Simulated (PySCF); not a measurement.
**Sb³⁷⁺ (antimony, charge +37): Hartree-Fock from Schrödinger to Dirac-Coulomb-Breit**

Occupied: 1s1/2, 2s1/2, 2p1/2, 2p3/2, 3s1/2, 3p1/2. Hartree-Fock calculated with PySCF 2.14 in an even-tempered Gaussian basis (17 s from 3.2 bohr⁻², ratio 2.7; 13 p from 3.9 bohr⁻², ratio 2.7), Gaussian nucleus throughout. NR is non-relativistic, sf-X2C the spin-free one-electron X2C Hamiltonian, X2C adds the bare one-electron spin-orbit term, X2C-SNSO screens it by Boettger's factors, DC is four-component Dirac-Coulomb, and the Gaunt and Breit terms are added at first order (total energies over the DC spinors, levels after relaxing the spinors in that mean field). QED terms are absent. Levels marked empty are virtual spinors of this ion; the basis has s and p functions only, so 3d, which can lie below the n = 4 levels, is absent.

```csv
Hamiltonian,E (hartree),E − E(DC) (hartree),CPU seconds
X2C,-5321.6754,1.2613,0.18
X2C-SNSO,-5321.4139,1.5228,0.19
DC,-5322.9367,0.0000,8.4
DC+Gaunt,-5318.3421,4.5946,14
DC+Breit,-5318.7596,4.1771,44
```

```json
{"level (eV)": "1s1/2", "X2C": "-32841.9", "X2C-SNSO": "-32842.3", "DC": "-32867.7", "DC+Gaunt": "-32795.0", "DC+Breit": "-32799.9"}
{"level (eV)": "2s1/2", "X2C": "-6848.2", "X2C-SNSO": "-6848.4", "DC": "-6851.5", "DC+Gaunt": "-6844.4", "DC+Breit": "-6844.8"}
{"level (eV)": "2p1/2", "X2C": "-6565.1", "X2C-SNSO": "-6557.3", "DC": "-6558.4", "DC+Gaunt": "-6546.1", "DC+Breit": "-6547.4"}
{"level (eV)": "2p3/2", "X2C": "-6282.9", "X2C-SNSO": "-6286.3", "DC": "-6288.5", "DC+Gaunt": "-6280.0", "DC+Breit": "-6281.3"}
{"level (eV)": "3s1/2", "X2C": "-2663.0", "X2C-SNSO": "-2663.1", "DC": "-2663.8", "DC+Gaunt": "-2662.1", "DC+Breit": "-2662.3"}
{"level (eV)": "3p1/2", "X2C": "-2569.7", "X2C-SNSO": "-2567.8", "DC": "-2568.1", "DC+Gaunt": "-2565.1", "DC+Breit": "-2565.5"}
{"level (eV)": "3p3/2 (empty)", "X2C": "-2426.2", "X2C-SNSO": "-2427.0", "DC": "-2427.4", "DC+Gaunt": "-2425.5", "DC+Breit": "-2425.9"}
{"level (eV)": "4s1/2 (empty)", "X2C": "-1354.5", "X2C-SNSO": "-1354.6", "DC": "-1354.8", "DC+Gaunt": "-1354.2", "DC+Breit": "-1354.3"}
```

```tsv
interval (eV)	X2C	X2C-SNSO	DC	DC+Gaunt	DC+Breit
2p3/2 − 2p1/2	282.2	271.0	269.9	266.1	266.2
```

Weight of the small component: 1s1/2 0.0352, 2s1/2 0.00773, 2p1/2 0.00768, 2p3/2 0.00732, 3s1/2 0.00283, 3p1/2 0.00279, 3p3/2 0.00267, 4s1/2 0.00129.

Koopmans' value for the highest occupied level at DC+Breit: 2565.5 eV, against an ionisation energy of 2567 ± 4 eV (theoretical estimate listed by NIST; NIST Atomic Spectra Database, ionization energies); the former lacks relaxation, correlation, QED and recoil.

The whole ladder took 69 s of wall time on 1 thread of Intel(R) Xeon(R) Platinum 8488C (shared host), launched as `OMP_NUM_THREADS=1 python relrun2.py TASK.json OUT` (a driver that calls PySCF for each Hamiltonian).
